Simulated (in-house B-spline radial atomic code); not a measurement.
## Removing one electron from the vanadium ion V⁵⁺

Closed shell [Ne] 3s2 3p6. Computed with an all-electron radial atomic-structure program (B-spline basis): Koopmans values of Dirac-Hartree-Fock plus a diagonal self-energy, in second order or with its direct term screened (direct RPA, with the hole-particle interaction, or full time-dependent Hartree-Fock), linearised in energy; no-pair Dirac-Coulomb Hamiltonian, finite nucleus. Shifts add to the Koopmans value (the ΔSCF shift is orbital relaxation alone); the final value takes TDHF screening with Breit and QED.

Command:
```bash
python run_mb.py task.json out
```
Settings (nuclear radius in fm, box in bohr, cutoff in hartree):
```
basis_form          2
Z                   23
core_configuration  [Ne] 3s2 3p6
rms_radius          3.6002
mass_number         51
speed_of_light      137.036
box_radius          10.79
lmax                7
intervals           63
virtual_cutoff      2116.0
```

Run time, properties included: 8.6 s on 1 thread of Arm Neoverse V1, with other jobs on the host.

Energies in eV:

```
subshell  Koopmans  ΔSCF shift  second order  direct RPA  hole-particle   TDHF  Breit + QED   final
   3p3/2    128.07      -1.075             ?           ?              ?      ?            ?       ?
   3p1/2    129.08      -1.097         0.247       0.399          0.134  0.166       -0.053  129.19
```

(1) What does the self-energy do to 3p3/2?

Answers

(1) It shifts the removal energy by 0.273 eV in second order, 0.407 with direct RPA, 0.157 with the hole-particle term and 0.190 with TDHF screening (quasi-particle weight 0.971); Breit and QED add -0.026 eV. The final value is 128.23 eV, against 128.125 ± 0.025 eV (NIST, measured).
